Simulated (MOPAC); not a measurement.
Input for MOPAC: PM3 on H4PbSSi (SMILES [SiH3][Pb][SH]), a point of a torsion scan.

```
PM3 1SCF PRECISE CHARGE=0 THREADS=1
H4PbSSi

Si    -1.31742011 1    -0.29493218 1    -0.04525605 1
Pb     0.61098544 1     1.10382866 1    -1.28652621 1
S      2.42322890 1     0.49278795 1     0.42872517 1
H     -1.35996295 1    -1.63623645 1    -0.64488140 1
H     -2.68611001 1     0.19842450 1    -0.23487092 1
H     -1.19777590 1    -0.53274537 1     1.38711334 1
H      3.26235175 1    -0.09617695 1    -0.41015012 1
```

It printed:

```
*******************************************************************************
 **                                                                           **
 **                              MOPAC v23.2.5                                **
 **                                                                           **
 *******************************************************************************
 ** MOPAC's Digital Object Identifier: https://doi.org/10.5281/zenodo.6511958 **
 **                                                                           **
 ** Please cite the open-source release paper for use of this MOPAC version:  **
 ** J. E. Moussa and J. J. P. Stewart (2026)                                  **
 ** MOPAC: An open-source semiempirical molecular orbital program             **
 ** J. Open Source Softw., 11(119), 8025, https://doi.org/10.21105/joss.08025 **
 *******************************************************************************

                              PM3 CALCULATION RESULTS

 *******************************************************************************
 *  PM3        - The PM3 Hamiltonian to be used
 *
 *
 *
 *                 CHARGE ON SYSTEM = 0
 *
 *
 *
 *  PRECISE    - TIGHTER CRITERIA TO BE USED
 *  1SCF       - DO 1 SCF AND THEN STOP
 *  THREADS=1  - MULTI-THREADING NOT USED
 *  T=         - A TIME OF 172800.0 SECONDS REQUESTED
 *  DUMP=N     - RESTART FILE WRITTEN EVERY 7200.0 SECONDS REQUESTED
 *******************************************************************************
PM3 1SCF PRECISE CHARGE=0 THREADS=1
 H4PbSSi

   ATOM   CHEMICAL          X               Y               Z
  NUMBER   SYMBOL      (ANGSTROMS)     (ANGSTROMS)     (ANGSTROMS)

     1      Si         -1.31742011  *  -0.29493218  *  -0.04525605  *
     2      Pb          0.61098544  *   1.10382866  *  -1.28652621  *
     3       S          2.42322890  *   0.49278795  *   0.42872517  *
     4       H         -1.35996295  *  -1.63623645  *  -0.64488140  *
     5       H         -2.68611001  *   0.19842450  *  -0.23487092  *
     6       H         -1.19777590  *  -0.53274537  *   1.38711334  *
     7       H          3.26235175  *  -0.09617695  *  -0.41015012  *



          CARTESIAN COORDINATES

    NO.       ATOM           X           Y           Z

     1        Si         -1.3174     -0.2949     -0.0453
     2        Pb          0.6110      1.1038     -1.2865
     3         S          2.4232      0.4928      0.4287
     4         H         -1.3600     -1.6362     -0.6449
     5         H         -2.6861      0.1984     -0.2349
     6         H         -1.1978     -0.5327      1.3871
     7         H          3.2624     -0.0962     -0.4102

  H: (PM3): J. J. P. STEWART, J. COMP. CHEM. 10, 209 (1989).
 Si: (PM3): J. J. P. STEWART, J. COMP. CHEM. 10, 209 (1989).
  S: (PM3): J. J. P. STEWART, J. COMP. CHEM. 10, 209 (1989).
 Pb: (PM3): J. J. P. STEWART, J. COMP. CHEM. 12, 320-341 (1991).

           Empirical Formula: H4 Si Pb S  =     7 atoms



      MOLECULAR POINT GROUP   :   C1


      RHF CALCULATION, NO. OF DOUBLY OCCUPIED LEVELS = 9


 -------------------------------------------------------------------------------
 PM3 1SCF PRECISE CHARGE=0 THREADS=1
 H4PbSSi



     1SCF WAS SPECIFIED, SO BFGS WAS NOT USED
     SCF FIELD WAS ACHIEVED


                              PM3 CALCULATION
                                                       MOPAC v23.2.5 Linux




          FINAL HEAT OF FORMATION =         37.04969 KCAL/MOL =     155.01589 KJ/MOL


          COSMO AREA              =        142.76 SQUARE ANGSTROMS
          COSMO VOLUME            =        139.37 CUBIC ANGSTROMS

          IONIZATION POTENTIAL    =          8.412782 EV
          HOMO LUMO ENERGIES (EV) =         -8.413 -2.834
          NO. OF FILLED LEVELS    =          9
          MOLECULAR WEIGHT        =        271.3771         POINT GROUP:  C1

          MOLECULAR DIMENSIONS (Angstroms)

            Atom       Atom       Distance
            H     7    H     5     5.95833
           Pb     2    H     6     3.13779
            H     4    S     3     2.58205


          SCF CALCULATIONS        =          1





   ATOM   CHEMICAL          X               Y               Z
  NUMBER   SYMBOL      (ANGSTROMS)     (ANGSTROMS)     (ANGSTROMS)

     1      Si         -1.31742011  *  -0.29493218  *  -0.04525605  *
     2      Pb          0.61098544  *   1.10382866  *  -1.28652621  *
     3       S          2.42322890  *   0.49278795  *   0.42872517  *
     4       H         -1.35996295  *  -1.63623645  *  -0.64488140  *
     5       H         -2.68611001  *   0.19842450  *  -0.23487092  *
     6       H         -1.19777590  *  -0.53274537  *   1.38711334  *
     7       H          3.26235175  *  -0.09617695  *  -0.41015012  *

                             CARTESIAN COORDINATES

   1   Si       -1.317420110    -0.294932180    -0.045256050
   2   Pb        0.610985440     1.103828660    -1.286526210
   3    S        2.423228900     0.492787950     0.428725170
   4    H       -1.359962950    -1.636236450    -0.644881400
   5    H       -2.686110010     0.198424500    -0.234870920
   6    H       -1.197775900    -0.532745370     1.387113340
   7    H        3.262351750    -0.096176950    -0.410150120


           Empirical Formula: H4 Si Pb S  =     7 atoms



      MOLECULAR POINT GROUP   :   C1


                  EIGENVALUES
 -25.94583 -16.49692 -14.43287 -12.94127 -11.90050 -11.86459 -10.17759  -9.60024
  -8.41278  -2.83425  -2.05731  -1.83441   1.16934   1.41867   1.80462   1.98510


              NET ATOMIC CHARGES AND DIPOLE CONTRIBUTIONS

  ATOM NO.   TYPE          CHARGE      No. of ELECS.   s-Pop       p-Pop
    1         Si           0.233277        3.7667     1.04503     2.72170
    2         Pb           0.400579        3.5994     1.87471     1.72471
    3          S          -0.295888        6.2959     1.92177     4.37412
    4          H          -0.121980        1.1220     1.12198
    5          H          -0.128303        1.1283     1.12830
    6          H          -0.109673        1.1097     1.10967
    7          H           0.021987        0.9780     0.97801
 DIPOLE           X         Y         Z       TOTAL
 POINT-CHG.    -0.317     2.200    -3.387     4.051
 HYBRID        -0.459    -1.927     0.791     2.133
 SUM           -0.775     0.273    -2.596     2.723


          ATOMIC ORBITAL ELECTRON POPULATIONS

     Atom    s        px        py        pz
    1 Si   1.04503   0.91779   0.90050   0.90341
    2 Pb   1.87471   0.71708   0.34374   0.66389
    3  S   1.92177   1.34998   1.71525   1.30889
    4  H   1.12198
    5  H   1.12830
    6  H   1.10967
    7  H   0.97801

 **********************
 *                    *
 * JOB ENDED NORMALLY *
 *                    *
 **********************




 == MOPAC DONE ==
```

The run finished.

Cost: roughly 0.05 core-seconds.
